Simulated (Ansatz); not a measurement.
Ga₈N₈H₂₂, a nanocrystal cut from wurtzite GaN (hydrogen-capped). Total charge 0; singlet. Geometry r2SCAN-D4/def2-SVP.

```xyz
38

Ga    0.004    2.701    2.570
N    -1.306    1.224    3.034
N     0.553    2.061    0.759
Ga    1.471    0.325    0.865
Ga   -1.705   -0.183    1.675
N     0.042   -0.977    1.280
N     2.048   -0.125   -0.960
Ga    3.097   -1.824   -0.990
Ga   -0.197   -2.388   -0.059
N     1.647   -3.094   -0.359
Ga   -0.950    2.203   -0.469
N    -2.152    0.749    0.029
N    -0.196    1.619   -2.229
Ga    0.678   -0.179   -2.342
Ga   -2.493   -0.553   -1.464
N    -0.681   -1.401   -1.662
H     1.203    2.572    3.573
H    -0.864    4.002    2.418
H    -0.985    0.762    3.889
H    -2.191    1.662    3.308
H     1.263    2.743    0.466
H     2.628    0.288    1.917
H    -2.780   -1.168    2.240
H     0.336   -1.453    2.140
H     2.735    0.590   -1.228
H     4.194   -1.800    0.130
H     3.388   -2.227   -2.481
H    -1.145   -3.560    0.360
H     1.962   -3.543    0.505
H     1.587   -3.864   -1.031
H    -1.620    3.608   -0.618
H    -3.077    1.172    0.167
H     0.450    2.334   -2.576
H    -0.970    1.621   -2.903
H     1.151   -0.447   -3.808
H    -3.511   -1.641   -0.966
H    -2.774    0.286   -2.776
H    -0.843   -2.095   -2.402
```

Single mean-field runs in def2-SVP, def2-TZVP are fitted with def2-universal-jkfit.

**Question.** Estimate the orbital energies around the gap (eV) in Ansatz with HF/def2-TZVP, PBE-D4/def2-SVP, r2SCAN-D4/def2-TZVP, PBE0-D4/def2-TZVP, r2SCAN0-D4/def2-TZVP.

**Answer.** 
| orbital | HF/def2-TZVP | PBE-D4/def2-SVP | r2SCAN-D4/def2-TZVP | PBE0-D4/def2-TZVP | r2SCAN0-D4/def2-TZVP |
| --- | --- | --- | --- | --- | --- |
| HOMO−9 | -11.85 | -7.26 | -7.65 | -8.63 | -8.85 |
| HOMO−8 | -11.45 | -6.93 | -7.28 | -8.26 | -8.47 |
| HOMO−7 | -11.40 | -6.85 | -7.23 | -8.20 | -8.42 |
| HOMO−6 | -11.32 | -6.83 | -7.19 | -8.15 | -8.36 |
| HOMO−5 | -11.17 | -6.70 | -7.07 | -8.02 | -8.23 |
| HOMO−4 | -10.92 | -6.54 | -6.91 | -7.84 | -8.05 |
| HOMO−3 | -10.84 | -6.41 | -6.77 | -7.71 | -7.92 |
| HOMO−2 | -10.82 | -6.40 | -6.76 | -7.71 | -7.91 |
| HOMO−1 | -10.69 | -6.28 | -6.63 | -7.58 | -7.79 |
| HOMO | -10.58 | -6.24 | -6.61 | -7.53 | -7.73 |
| LUMO | 2.24 | -0.80 | -0.68 | -0.33 | -0.07 |
| LUMO+1 | 2.48 | -0.59 | -0.55 | -0.13 | 0.14 |
| LUMO+2 | 2.52 | -0.56 | -0.44 | -0.07 | 0.18 |
| LUMO+3 | 2.88 | -0.29 | -0.19 | 0.24 | 0.45 |
| LUMO+4 | 2.97 | -0.17 | -0.07 | 0.33 | 0.58 |
| LUMO+5 | 3.09 | -0.16 | -0.05 | 0.36 | 0.59 |
